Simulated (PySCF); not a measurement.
H5AsSi, triplet, at the geometry of the source list (a higher spin typed on purpose: for a closed-shell molecule this is an excited state). Base run: PBE0/6-31G* (PySCF).

The PySCF input:
```python
from pyscf import gto, scf, dft, solvent

mol = gto.M(
    atom='''
Si   -0.828300    0.081700   -0.090000
As    1.411700   -0.167400   -0.658300
H    -1.659200   -0.687700   -1.026200
H    -1.225100    1.489800   -0.207900
H    -1.181800   -0.359800    1.266700
H     1.636600   -1.228700    0.384600
H     1.846200    0.872100    0.331000
''',
    basis='6-31g*',
    charge=0,
    spin=2,
    verbose=3,
)

mf = dft.UKS(mol)
mf.xc = 'pbe0'
mf.kernel()
mf.analyze()
```

Variants of this job, named by their change:

```csv
change,ΔE vs base (kcal/mol),dipole (D)
base,0.000,1.24
model = IEF-PCM; solvent = methanol,-2.78,2.67
model = IEF-PCM; solvent = acetonitrile; vdw_scale = 1.4,-1.56,2.12
model = IEF-PCM; solvent = 2-propanol,-2.66,2.61
model = ddCOSMO; solvent = acetonitrile,-2.22,2.47
model = IEF-PCM; solvent = acetonitrile; vdw_scale = 1.0,-5.66,3.72
model = IEF-PCM; solvent = acetonitrile; lebedev_order = 41,-2.82,2.69
model = IEF-PCM; solvent = acetonitrile; vdw_scale = 1.1,-3.86,3.13
model = IEF-PCM; solvent = tetrahydrofuran,-2.21,2.38
model = C-PCM; solvent = acetonitrile,-2.86,2.70
model = IEF-PCM; solvent = toluene,-1.11,1.84
model = COSMO; solvent = acetonitrile,-2.80,2.67
```

The base is the gas phase, so ΔE is the electrostatic part of solvation at a fixed geometry, without cavity and dispersion terms.

Open shells are given as the SCF converged; they aren't shown to be the lowest states, and a large step between rows can be another state.
